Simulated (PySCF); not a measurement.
# Orbital picture of CsSi

PBE at R = 3.359 Å; basis Cs def2-SVPD with ECP46, Si def2-SVPD; scalar-relativistic core potentials; PySCF 2.14. State: ⁴Σ⁻ (quartet), unpaired electrons σ ↑, π ↑↑. Only the outer orbitals are listed, counted within each symmetry, core potentials removing the inner ones.

```csv
spin,orbital,occ.,ε (eV),on Cs (%),main shells (%)
α,4σ,1,-27.32,100,100 Cs s
α,2π,1,-13.91,100,100 Cs p
α,2π,1,-13.91,100,100 Cs p
α,5σ,1,-13.85,97,97 Cs p
α,6σ,1,-9.08,3,97 Si s
α,7σ,1,-3.12,25,"74 Si p, 22 Cs s"
α,3π,1,-2.89,12,"87 Si p, 9 Cs d"
α,3π,1,-2.89,12,"87 Si p, 9 Cs d"
α,8σ,0,-1.78,87,"73 Cs s, 13 Si p, 11 Cs p"
α,4π,0,-0.64,100,"80 Cs p, 19 Cs d"
α,4π,0,-0.64,100,"80 Cs p, 19 Cs d"
β,4σ,1,-27.28,100,100 Cs s
β,2π,1,-13.86,100,100 Cs p
β,2π,1,-13.86,100,100 Cs p
β,5σ,1,-13.72,99,99 Cs p
β,6σ,1,-7.18,3,97 Si s
β,7σ,0,-1.84,77,"76 Cs s, 23 Si p"
β,3π,0,-1.13,29,"71 Si p, 20 Cs d, 9 Cs p"
β,3π,0,-1.13,29,"71 Si p, 20 Cs d, 9 Cs p"
```

Question: Which are the highest filled and the lowest empty level, where do they sit, and how wide is the gap?

Answer: Highest filled α 3π at -2.89 eV (in %: 87 Si p, 9 Cs d); lowest empty β 7σ at -1.84 eV (in %: 76 Cs s, 23 Si p); the gap at PBE is 1.05 eV.

```json
{"bond order (Mayer)": "0.88", "⟨S²⟩": "3.751", "charge on Cs (Mulliken, basis-dependent)": "0.49", "charge on Cs (Löwdin, basis-dependent)": "0.36", "dipole moment (positive dipole means Cs(−)Si(+))": "-9.15 D", "polarisability along the bond": "234.7 bohr³", "polarisability across the bond": "107.9 bohr³"}
```

Spin–orbit coupling is left out. The state was picked by a PBE0 search and need not be the measured ground state.
